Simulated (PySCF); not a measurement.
C₃H₉N, SMILES CC(C)N. Atoms are numbered in the order given.

```xyz
13

C      0.0948    -0.6990    -1.2630
C     -0.3599     0.0306     0.0000
C      0.0948    -0.6990     1.2630
N      0.2078     1.3800     0.0000
H     -0.3084    -1.7232    -1.2979
H      1.1949    -0.7495    -1.2963
H     -0.2470    -0.1733    -2.1703
H     -1.4739     0.0362     0.0000
H     -0.2470    -0.1733     2.1703
H      1.1949    -0.7495     1.2963
H     -0.3084    -1.7232     1.2979
H     -0.1185     1.8998     0.8157
H     -0.1185     1.8998    -0.8157
```

Geometry: B3LYP-D3(BJ)/def2-SVP. One conformer was computed; it need not be the lowest.

Calculation: PySCF with HF/def2-TZVP.

Symmetry labels are those of the subgroup Cs that the program uses (full group Cs).

Computed valence orbital energies around the gap with their symmetry:
| orbital | symmetry | energy (eV) |
|---|---|---|
| HOMO−7 | A" | -17.62 |
| HOMO−6 | A' | -16.17 |
| HOMO−5 | A" | -14.54 |
| HOMO−4 | A" | -14.26 |
| HOMO−3 | A' | -13.75 |
| HOMO−2 | A' | -13.27 |
| HOMO−1 | A" | -12.84 |
| HOMO | A' | -10.56 |
| LUMO | A' | 3.50 |
| LUMO+1 | A' | 4.81 |
| LUMO+2 | A" | 4.90 |
| LUMO+3 | A' | 5.22 |
